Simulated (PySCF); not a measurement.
Molecule: SMILES C=C/C=C\[C@H](C)C=C, C$_{8}$H$_{12}$.

Bonds (- single, = double, # triple, : aromatic): C1=C2, C2-C3, C3=C4, C4-C5, C5-C6, C5-C7, C7=C8. C1 carries H9, H10; C2 carries H11; C3 carries H12; C4 carries H13; C5 carries H14; C6 carries H15, H16, H17; C7 carries H18; C8 carries H19, H20. Stereochemistry as in C=C/C=C\[C@H](C)C=C. H9 is cis to C3; H19 is cis to C5; H10 is trans to C3; H20 is trans to C5.

Frames of a GFN2-xTB Langevin trajectory at 200 K; GIAO PBE0/pcSseg-1 shieldings in PySCF, gas phase, non-relativistic; equivalent atoms averaged within each frame.

δ = σ(ref) − σ, references computed at the same level: $^{13}$C (186.93 ppm) and $^{1}$H (31.72 ppm) against TMS. The references are static minima.

How do the shifts (ppm) fluctuate along the trajectory?

## Answers


| time (fs) | C7 | C4 | C2 | C3 | C1 | C8 | C5 | C6 | H11 | H18 |
| --- | --- | --- | --- | --- | --- | --- | --- | --- | --- | --- |
| 250 | 155.5 | 147.9 | 139.1 | 131.6 | 130.6 | 118.2 | 42.8 | 20.7 | 7.16 | 6.85 |
| 425 | 161.5 | 151.8 | 139.7 | 135.2 | 125.3 | 118.5 | 41.6 | 28.1 | 6.72 | 7.14 |
| 625 | 151.7 | 148.6 | 142.9 | 140.3 | 126.2 | 120.7 | 38.5 | 14.8 | 7.39 | 6.35 |
| 800 | 151.0 | 148.3 | 141.5 | 142.6 | 125.0 | 110.2 | 39.7 | 18.0 | 7.52 | 5.98 |
| 1000 | 154.3 | 148.7 | 146.6 | 144.1 | 126.4 | 123.0 | 36.8 | 21.1 | 7.35 | 6.48 |
| mean of frames | 154.8 | 149.1 | 142.0 | 138.8 | 126.7 | 118.1 | 39.9 | 20.5 | 7.23 | 6.56 |
| standard deviation | 4.2 | 1.6 | 3.0 | 5.2 | 2.3 | 4.8 | 2.4 | 4.9 | 0.31 | 0.45 |

5 frames give an uncertainty of the mean of about the standard deviation over 2.2 at best, since frames this close in time may not be independent; classical motion lacks zero-point vibration, and the reference would need the same averaging.
